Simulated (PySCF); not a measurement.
Stretching TeP

Set-up: basis Te def2-TZVPP with ECP28, P def2-TZVPP; scalar-relativistic core potentials; PySCF 2.14. Energies in eV from Te + P in their ground configurations at the same level. State: ²Π (doublet), unpaired electrons π ↑.

```csv
R (Å),PBE0
1.926,-1.486
2.016,-2.424
2.106,-2.929
2.173,-3.100
2.240,-3.141
2.307,-3.083
2.397,-2.909
2.509,-2.622
2.643,-2.240
2.822,-1.731
```

Put a parabola through the three lowest points of the PBE0 curve and estimate Re, k and ωe (reduced mass 25.01 u; 1 eV/Å² = 0.16022 mdyn/Å; ωe = 1302.8·√(k/μ) cm⁻¹).

Through R = 2.173, 2.24, 2.307 Å the second-order coefficient is 11.0 eV/Å², so Re ≈ 2.234 Å, k ≈ 3.53 mdyn/Å and ωe ≈ 490 cm⁻¹. A polynomial fit of higher order to the unrounded PBE0 energies gives Re = 2.231 Å, k = 3.59 mdyn/Å, ωe = 494 cm⁻¹; anharmonicity and rounding make the difference.

The higher-order fit for each curve: PBE0: Re = 2.231 Å, ωe = 494 cm⁻¹, De = 3.14 eV.

⟨S²⟩ of the unrestricted solution departs from its pure value on part of the curve, where spin states mix. These are scalar-relativistic numbers at best; spin–orbit coupling would shift them, the dissociation energy most. The state was picked by a PBE0 search and need not be the measured ground state.
